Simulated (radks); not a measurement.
Q: The mean radii <r> (bohr) of the occupied orbitals of an atom or ion are listed with their occupations. All-electron calculation, Dirac Kohn-Sham, PBE, spin-unpolarised, spherical densities, point nucleus. Program: a radial shooting solver on a logarithmic mesh with Libxc functionals.

| orbital | occ. | <r> |
|---|---|---|
| 1s1/2 | 2 | 0.04701 |
| 2s1/2 | 2 | 0.2093 |
| 2p1/2 | 2 | 0.1809 |
| 2p3/2 | 4 | 0.1844 |
| 3s1/2 | 2 | 0.5764 |
| 3p1/2 | 2 | 0.5732 |
| 3p3/2 | 4 | 0.5804 |
| 3d3/2 | 1.2 | 0.5525 |
| 3d5/2 | 1.8 | 0.5546 |

Name the element and its charge. Open shells, if any, are shared by 2j + 1.

A: Z = 32, germanium, charge +11: Ge11+ in [Ar] 3d3. The 1s radius gives Z: for a bare nucleus <r> = (2 gamma + 1)/(2Z) with gamma = sqrt(1 - (Z/c)^2), 0.04601 bohr for Z = 32, and screening makes it slightly larger (0.04701 here). The occupations add up to 21, and the charge is Z minus that.
